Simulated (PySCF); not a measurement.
MN15 single point of singlet TeOCl₄ at its PBE0 minimum.

Input, equivalent to the run apart from its starting density:

```python
from pyscf import gto, scf, dft
mol = gto.M(atom='''
Te    -0.000000    -0.000000     0.278269
O     -0.000000    -0.000000     2.079260
Cl     2.366341     0.000000     0.032095
Cl    -0.000000     1.961725    -1.024924
Cl    -2.366341    -0.000000     0.032095
Cl     0.000000    -1.961725    -1.024924''',
    basis={'Te': 'def2-SVP', 'O': 'def2-SVP', 'Cl': 'def2-SVP'},
    ecp={'Te': 'def2-SVP'},
    charge=0, spin=0)
mf = dft.RKS(mol, xc='MN15')
mf.grids.atom_grid = (90, 434)
aux = {'Te': 'def2-universal-JKFIT', 'O': 'def2-universal-JKFIT', 'Cl': 'def2-universal-JKFIT'}
mf = mf.density_fit(auxbasis=aux)
mf.conv_tol = 1e-08
mf.diis_space = 10
mf.max_cycle = 60
mf.verbose = 4
mf.kernel()
```

SCF log (excerpt):

```
init E= -2182.07322388925
  HOMO = -0.367459131960177  LUMO = -0.188948411347589  gap/eV = 4.85752
cycle= 1 E= -2182.09436843185  delta_E= -0.0211  |g|= 0.141  |ddm|= 0.507
  HOMO = -0.356620664479178  LUMO = -0.189322387115944  gap/eV = 4.55242
cycle= 2 E= -2182.09134592973  delta_E= 0.00302  |g|= 0.172  |ddm|= 0.36
  HOMO = -0.362984434621445  LUMO = -0.184566587943223  gap/eV = 4.85500
cycle= 3 E= -2182.09735327985  delta_E= -0.00601  |g|= 0.0557  |ddm|= 0.225
  HOMO = -0.360042056880253  LUMO = -0.185033735420951  gap/eV = 4.76222
cycle= 4 E= -2182.09794687236  delta_E= -0.000594  |g|= 0.0166  |ddm|= 0.0597
  HOMO = -0.361662213290332  LUMO = -0.186128877931807  gap/eV = 4.77651
cycle= 5 E= -2182.09801805537  delta_E= -7.12e-05  |g|= 0.00179  |ddm|= 0.0188
  HOMO = -0.36147500506607  LUMO = -0.185941576202417  gap/eV = 4.77651
cycle= 6 E= -2182.09801886618  delta_E= -8.11e-07  |g|= 0.000325  |ddm|= 0.00244
  HOMO = -0.361505910578508  LUMO = -0.185971253740618  gap/eV = 4.77654
cycle= 7 E= -2182.09801890145  delta_E= -3.53e-08  |g|= 6.02e-05  |ddm|= 0.000541
  HOMO = -0.361502910776971  LUMO = -0.185964425713038  gap/eV = 4.77665
cycle= 8 E= -2182.09801890321  delta_E= -1.76e-09  |g|= 2.52e-05  |ddm|= 0.000143
  HOMO = -0.361504936084477  LUMO = -0.185963997267443  gap/eV = 4.77671
Extra cycle  E= -2182.09801890334  delta_E= -1.36e-10  |g|= 3.03e-05  |ddm|= 9.48e-05
converged SCF energy = -2182.09801890334
```

This run, together with those of the ionised and electron-attached species (not shown), took 41 s on 2 threads of a shared Arm Neoverse V1 host, with 112 basis functions; the process peaked at 1.4 GiB.
